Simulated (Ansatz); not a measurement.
An input meant for the cluster Be₅ (charge 0, singlet; atoms displaced at random, 0.08 Å in each coordinate).

```yaml
crystal:
  periodic: [false, false, false]
  atoms:
    - {symbol: Be, position_ang: [-0.036759, 0.062890, 1.174305]}
    - {symbol: Be, position_ang: [0.921449, 0.333697, -0.607810]}
    - {symbol: Be, position_ang: [0.490048, -1.764791, 0.273689]}
    - {symbol: Be, position_ang: [-0.556201, 1.546453, -0.195099]}
    - {symbol: Be, position_ang: [-0.825282, -0.338779, -0.748732]}
basis:
  gaussian: {orbitals: def2-SVPD}
hamiltonian: {xc: {name: LC-wPBE}}
accuracy: high
smearing: {width: 0.1}
output: {forces: true}
```

```sh
$ ansatz run in.yaml --threads 4 --pin off --events-out ev --progress --plain --max-ram 3916MiB
```

It prints (some lines left out):

```
Error: YAML parse error: error: line 13 column 1: unknown field `smearing`, expected one of crystal, accuracy, basis, kpoints, hamiltonian, magnetization, projection, total_charge, correlation, batch, efield, external_charges, scf, relax, neb, saddle, md, ramp, phonons, dielectric, real_time, elastic, magnetic_configurations, gw, evaluate, workflow, output, checkpoint, execution
11 | hamiltonian: {xc: {name: LC-wPBE}}
12 | accuracy: high
13 | smearing: {width: 0.1}
14 | output: {forces: true}
```

In this input the input holds a key that doesn't belong there. The input was rejected before any iteration.
